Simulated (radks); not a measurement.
Results of a calculation; reference values are marked as such.
The copper ion Cu+ inside a hard spherical wall (all orbitals vanish at R), configuration held at [Ar] 3d10 and not refilled when levels cross. Code: a radial shooting solver on a logarithmic mesh with Libxc functionals. Model: scalar-relativistic Kohn-Sham, PBE, spin-unpolarised, spherical densities, finite nucleus; Fermi nuclear charge, rms radius 3.8823 fm. Eigenvalues in eV, with the zero of energy where the potential of the charges vanishes at infinity; a dash marks a level that is unbound or too diffuse for the functional's potential to be trusted. A positive occupied level is held by the wall or, in an anion where self-interaction has pushed it up, behind a barrier. The pressure on the wall is -dE/dV.

R (bohr)  E (hartree)  kinetic (hartree)    e(2p)    e(3s)    e(3p)    e(3d)  e(4s, empty)  e(4p, empty)  pressure (GPa)
free      -1654.54239           1679.148  -925.37  -123.32  -80.794  -13.659       -11.892        -6.549               0
8         -1654.54236           1679.148  -925.37  -123.32  -80.790  -13.655       -11.882        -6.448         0.00216
4         -1654.50067           1679.402  -923.61  -121.72  -79.223  -12.159        -8.678        -0.509            11.0
3.5       -1654.43817           1679.710  -921.85  -120.19  -77.734  -10.692        -5.474         4.057            37.1
3         -1654.27205           1680.445  -918.28  -117.23  -74.851   -7.743         1.327        12.966             138
2.5       -1653.78861           1682.421  -910.70  -111.34  -69.102   -1.512        17.004        31.992             611
2         -1652.11108           1689.098  -892.64  -98.562  -56.290   13.243        58.151        78.177            3650
1.5       -1644.29309           1718.375  -840.45  -63.144  -19.006   56.192        188.97        213.43           34400
